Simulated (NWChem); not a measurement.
System: C2H6Cd; SMILES [CH3][Cd][CH3]

```xyz
9

Cd    -0.0063     0.0006     0.0043
C     -0.0047     2.1166     0.0033
H      0.1520     2.5108    -1.0130
H      0.7971     2.5111     0.6468
H     -0.9629     2.5118     0.3756
C     -0.0094    -2.1154     0.0058
H     -0.8302    -2.5087    -0.6142
H     -0.1375    -2.5089     1.0263
H      0.9369    -2.5123    -0.3938
```
Atoms are numbered in this order, from 1.

All runs: NWChem. STO-3G and 3-21G are far too small for this property and stand as cheap habits. Structure relaxed at the PBE0/def2-SVP level. def2 effective core potentials on Cd; no spin-orbit coupling. Field at 589 nm.

| level | isotropic polarisability (bohr³) | anisotropy (bohr³) |
|---|---|---|
| B3LYP/STO-3G (all-electron, non-relativistic) | 30.4 | 14.2 |
| B3LYP/def2-SVP (core potentials) | 56.2 | 36.8 |
| B3LYP/def2-SVPD (core potentials) | [?] | [?] |

Problem. What belongs in the gaps?

Solution. 
- B3LYP/def2-SVPD (core potentials), isotropic polarisability (bohr³): 64.4
- B3LYP/def2-SVPD (core potentials), anisotropy (bohr³): 43.4
